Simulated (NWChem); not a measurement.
All runs are NWChem calculations. System: SZn, charge 0, spin multiplicity 1, at a geometry optimised with B3LYP/def2-SVP. The structure started from a generated list of species. Level: B3LYP/def2-TZVP, VWN1-RPA local correlation.

The NWChem input:

```
start mol
memory heap 200 mb stack 900 mb global 1100 mb
geometry units angstroms nocenter noautoz
  Zn     0.000000     0.000000     0.721502
  S      0.000000     0.000000    -1.352816
  symmetry group C2v
end
basis spherical
  * library def2-tzvp
end
dft
  xc b3lyp
  semidirect memsize 60000000 filesize 0
  iterations 100
end
task dft energy
```

NWChem printed:

```
             Northwest Computational Chemistry Package (NWChem) 7.3.0
             --------------------------------------------------------

                                NWChem Input Module
                                -------------------

 Scaling coordinates for geometry "geometry" by  1.889725989
 (inverse scale =  0.529177249)

 Turning off AUTOSYM since
 SYMMETRY directive was detected!

                             Geometry "geometry" -> ""
                             -------------------------

 Output coordinates in angstroms (scale by  1.889725989 to convert to a.u.)

  No.       Tag          Charge          X              Y              Z
 ---- ---------------- ---------- -------------- -------------- --------------
    1 Zn                  30.0000     0.00000000     0.00000000     0.72150200
    2 S                   16.0000     0.00000000     0.00000000    -1.35281600

 Effective nuclear repulsion energy (a.u.)     122.4523334994

            Nuclear Dipole moment (a.u.)
            ----------------------------
        X                 Y               Z
 ---------------- ---------------- ----------------
     0.0000000000     0.0000000000     0.0000075589

      Symmetry information
      --------------------

 Group name             C2v
 Group number             16
 Group order               4
 No. of unique centers     2

      Symmetry unique atoms

     1    2


 Summary of "ao basis" -> "" (spherical)
 ------------------------------------------------------------------------------
       Tag                 Description            Shells   Functions and Types
 ---------------- ------------------------------  ------  ---------------------
 *                         def2-tzvp                  on all atoms

                                 NWChem DFT Module
                                 -----------------

 Summary of "ao basis" -> "ao basis" (spherical)
 ------------------------------------------------------------------------------
       Tag                 Description            Shells   Functions and Types
 ---------------- ------------------------------  ------  ---------------------
 Zn                        def2-tzvp                16       48   6s5p4d1f
 S                         def2-tzvp                13       37   5s5p2d1f

 Summary of "ao basis" -> "ao basis" (spherical)
 ------------------------------------------------------------------------------
       Tag                 Description            Shells   Functions and Types
 ---------------- ------------------------------  ------  ---------------------
 Zn                        def2-tzvp                16       48   6s5p4d1f
 S                         def2-tzvp                13       37   5s5p2d1f

      Symmetry analysis of basis
      --------------------------

        a1         37
        a2          8
        b1         20
        b2         20

            General Information
            -------------------
          SCF calculation type: DFT
          Wavefunction type:  closed shell.
          No. of atoms     :     2
          No. of electrons :    46
           Alpha electrons :    23
            Beta electrons :    23
          Charge           :     0
          Spin multiplicity:     1
          Use of symmetry is: on ; symmetry adaption is: on
          Maximum number of iterations: 100
          AO basis - number of functions:    85
                     number of shells:    29
          Convergence on energy requested:  1.00D-06
          Convergence on density requested:  1.00D-05
[...]
 d= 0,ls=0.5,diis    16  -2177.6302468599 -1.65D-06  1.07D-05  5.16D-06     4.8

 !! scf_movecs_sym_adapt:   28 vectors were symmetry contaminated

  Symmetry fudging

 !! scf_movecs_sym_adapt:   22 vectors were symmetry contaminated

 d= 0,ls=0.5,diis    17  -2177.6302475374 -6.78D-07  6.47D-06  2.30D-06     4.9

         Total DFT energy =    -2177.630247829728
      One electron energy =    -3275.992009156890
           Coulomb energy =     1072.775990709980
    Exchange-Corr. energy =      -96.866562882240
 Nuclear repulsion energy =      122.452333499423

 Numeric. integr. density =       46.000000218682

     Total iterative time =      3.2s

                  Occupations of the irreducible representations
                  ----------------------------------------------

                     irrep           alpha         beta
                     --------     --------     --------
                     a1               12.0         12.0
                     a2                1.0          1.0
                     b1                5.0          5.0
                     b2                5.0          5.0

                       DFT Final Molecular Orbital Analysis
                       ------------------------------------

 Vector   21  Occ=2.000000D+00  E=-3.198711D-01  Symmetry=a1
              MO Center= -2.3D-15,  4.4D-16, -3.8D-01, r^2= 2.9D+00
   Bfn.  Coefficient  Atom+Function         Bfn.  Coefficient  Atom+Function
  ----- ------------  ---------------      ----- ------------  ---------------
     5      0.605847  1 Zn s                 65      0.330628  2 S  pz
     4     -0.195682  1 Zn s                  3     -0.185974  1 Zn s
    53     -0.185311  2 S  s                 52     -0.183011  2 S  s
    68      0.177623  2 S  pz                62      0.155672  2 S  pz
     6      0.133100  1 Zn s                 56     -0.132240  2 S  pz

 Vector   22  Occ=2.000000D+00  E=-2.315725D-01  Symmetry=b1
              MO Center=  2.1D-15,  4.2D-31, -1.1D+00, r^2= 1.9D+00
   Bfn.  Coefficient  Atom+Function         Bfn.  Coefficient  Atom+Function
  ----- ------------  ---------------      ----- ------------  ---------------
    63      0.479953  2 S  px                66      0.353699  2 S  px
    60      0.228880  2 S  px                54     -0.186772  2 S  px
    16      0.154532  1 Zn px                57     -0.084031  2 S  px
    19      0.078055  1 Zn px                25     -0.073698  1 Zn d  1
    10     -0.070472  1 Zn px                30     -0.043323  1 Zn d  1

 Vector   23  Occ=2.000000D+00  E=-2.315725D-01  Symmetry=b2
              MO Center= -1.9D-33, -1.2D-15, -1.1D+00, r^2= 1.9D+00
   Bfn.  Coefficient  Atom+Function         Bfn.  Coefficient  Atom+Function
  ----- ------------  ---------------      ----- ------------  ---------------
    64      0.479953  2 S  py                67      0.353699  2 S  py
    61      0.228880  2 S  py                55     -0.186772  2 S  py
    17      0.154532  1 Zn py                58     -0.084031  2 S  py
    20      0.078055  1 Zn py                23      0.073698  1 Zn d -1
    11     -0.070472  1 Zn py                28      0.043323  1 Zn d -1

 Vector   24  Occ=0.000000D+00  E=-1.633982D-01  Symmetry=a1
              MO Center= -8.9D-18, -2.9D-18,  6.0D-01, r^2= 4.1D+00
   Bfn.  Coefficient  Atom+Function         Bfn.  Coefficient  Atom+Function
  ----- ------------  ---------------      ----- ------------  ---------------
     6      0.451122  1 Zn s                  5      0.413899  1 Zn s
    65     -0.329526  2 S  pz                18      0.316190  1 Zn pz
    68     -0.288750  2 S  pz                12     -0.155474  1 Zn pz
    62     -0.149964  2 S  pz                21      0.149108  1 Zn pz
     4     -0.132926  1 Zn s                 56      0.125921  2 S  pz

 Vector   25  Occ=0.000000D+00  E=-3.089849D-02  Symmetry=b1
              MO Center= -2.8D-16, -7.7D-33,  7.7D-01, r^2= 5.2D+00
   Bfn.  Coefficient  Atom+Function         Bfn.  Coefficient  Atom+Function
  ----- ------------  ---------------      ----- ------------  ---------------
    19      0.707250  1 Zn px                16      0.437937  1 Zn px
    66     -0.318496  2 S  px                10     -0.156023  1 Zn px
    63     -0.154819  2 S  px                60     -0.108504  2 S  px
    40     -0.083955  1 Zn d  1              54      0.072751  2 S  px
     7      0.055271  1 Zn px                25      0.044464  1 Zn d  1

 Vector   26  Occ=0.000000D+00  E=-3.089849D-02  Symmetry=b2
              MO Center= -3.6D-32,  1.6D-16,  7.7D-01, r^2= 5.2D+00
   Bfn.  Coefficient  Atom+Function         Bfn.  Coefficient  Atom+Function
  ----- ------------  ---------------      ----- ------------  ---------------
    20      0.707250  1 Zn py                17      0.437937  1 Zn py
    67     -0.318496  2 S  py                11     -0.156023  1 Zn py
    64     -0.154819  2 S  py                61     -0.108504  2 S  py
    38      0.083955  1 Zn d -1              55      0.072751  2 S  py
     8      0.055271  1 Zn py                23     -0.044464  1 Zn d -1

 center of mass
 --------------
 x =   0.00000000 y =   0.00000000 z =   0.05660529

 moments of inertia (a.u.)
 ------------------
         327.486787843791           0.000000000000           0.000000000000
           0.000000000000         327.486787843791           0.000000000000
           0.000000000000           0.000000000000           0.000000000000

     Multipole analysis of the density
     ---------------------------------

     L   x y z        total         alpha         beta         nuclear
     -   - - -        -----         -----         ----         -------
     0   0 0 0     -0.000000    -23.000000    -23.000000     46.000000

     1   1 0 0     -0.000000     -0.000000     -0.000000      0.000000
     1   0 1 0     -0.000000     -0.000000     -0.000000      0.000000
     1   0 0 1      2.015367      1.007679      1.007679      0.000008

     2   2 0 0    -21.269049    -10.634524    -10.634524      0.000000
     2   1 1 0     -0.000000     -0.000000     -0.000000      0.000000
     2   1 0 1      0.000000      0.000000      0.000000      0.000000
     2   0 2 0    -21.269049    -10.634524    -10.634524      0.000000
     2   0 1 1     -0.000000     -0.000000     -0.000000      0.000000
     2   0 0 2    -17.990651    -89.163455    -89.163455    160.336260

 Task  times  cpu:        5.0s     wall:        5.0s

 Total times  cpu:        5.0s     wall:        5.0s
```
